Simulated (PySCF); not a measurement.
**How methods differ on the excitation energy of Hg²⁺**

Hg²⁺ [Xe] 4f14 5d10 (1S) → Hg²⁺ [Xe] 4f14 5d9 6s1, s spin flipped, as a difference of total energies. All numbers are calculated (PySCF 2.14, a scalar-relativistic core potential, in aug-cc-pwCVTZ-PP with ECP60MDF (8s8p7d4f3g, 122 functions)). Correlated levels: valence: 5s2 5p6 frozen; valence and next inner shell: nothing frozen outside the core potential. The calculations carry no spin-orbit coupling.

```json
{"method": "UHF", "excitation energy (eV)": "6.306"}
{"method": "LDA", "excitation energy (eV)": "5.834"}
{"method": "PBE", "excitation energy (eV)": "5.911"}
{"method": "PBE0", "excitation energy (eV)": "6.147"}
{"method": "r2SCAN", "excitation energy (eV)": "5.964"}
{"method": "wB97M-V", "excitation energy (eV)": "6.407"}
{"method": "HSE06", "excitation energy (eV)": "6.109"}
{"method": "wB97X-V", "excitation energy (eV)": "6.302"}
{"method": "MP2 (valence)", "excitation energy (eV)": "6.652"}
{"method": "SCS-MP2 (valence)", "excitation energy (eV)": "6.623"}
{"method": "MP2 (valence and next inner shell)", "excitation energy (eV)": "6.296"}
{"method": "SCS-MP2 (valence and next inner shell)", "excitation energy (eV)": "6.316"}
```

The upper determinant mixes two multiplicities, so it lies between the two terms.
